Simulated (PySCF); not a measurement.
# Telling isomers of C5H6Cl2O2Si apart by NMR

Computational details: geometry from GFN2-xTB, PBE0/pcSseg-1 with gauge-including orbitals, in PySCF (single conformer, no solvent model, rapidly exchanging positions averaged, non-relativistic Hamiltonian).

Scale: TMS for ¹H (σref 31.72), ¹³C (σref 186.93) (reference shieldings calculated alike). Where no couplings were computed, multiplicities follow the n + 1 count of equivalent neighbours, and m marks all less simple cases (inequivalent or close neighbours, rings, F or P nearby). Shifts are as computed. Against solution values, carbons near 30 ppm lie about +3 ppm off and those near 130 ppm about +5 ppm; carbons on Cl a further +6 ppm. Of 1211 compounds with measured shifts, 218 miss one by over three times the rms of a fit or turn the order of signals round; such compounds aren't used in these exercises. Carbons bonded to Cl come out too deshielded.

(1) Tabulate the signals of `O=C=C(C=O)[C@H]([SiH3])C(Cl)Cl`, `O=CO[Si@@H](Cl)C1=C(Cl)CC1` and their relative energies.

(2) What is the quickest way to tell O=C=C(C=O)[C@H]([SiH3])C(Cl)Cl from O=CO[Si@@H](Cl)C1=C(Cl)CC1?

## Answers

(1) 
```json
{"SMILES": "O=C=C(C=O)[C@H]([SiH3])C(Cl)Cl", "carbon types": "2×C 3×CH", "δC": "198.3, 189.0, 91.1, 56.0, 39.4", "δH": "9.56 (s, 1H), 5.59 (d, 1H), 4.33 (d, 3H), 2.32 (m, 1H)", "E rel. (kcal/mol)": "65.5"}
{"SMILES": "O=CO[Si@@H](Cl)C1=C(Cl)CC1", "carbon types": "2×C 1×CH 2×CH2", "δC": "164.6, 162.1, 148.5, 41.9, 31.0", "δH": "8.06 (s, 1H), 5.89 (s, 1H), 2.89 (m, 1H), 2.88 (m, 1H), 2.79 (m, 1H), 2.44 (m, 1H)", "E rel. (kcal/mol)": "0.0"}
```

Energies are electronic energies at PBE0/pcSseg-1 on these geometries, without zero-point or thermal terms, each for the one conformer computed, which needn't be the lowest.

(2) Both give the same number of carbon signals, but DEPT or the intensities differ. The first has an sp3 CH bonded to 2 Cl at 91.1 ppm, the second an allylic sp3 CH2 at 41.9 ppm. Their most deshielded carbons lie at 198.3 and 164.6 ppm. In the proton spectra the most deshielded non-exchanging signals are 9.56 (s, 1H) and 8.06 (s, 1H).
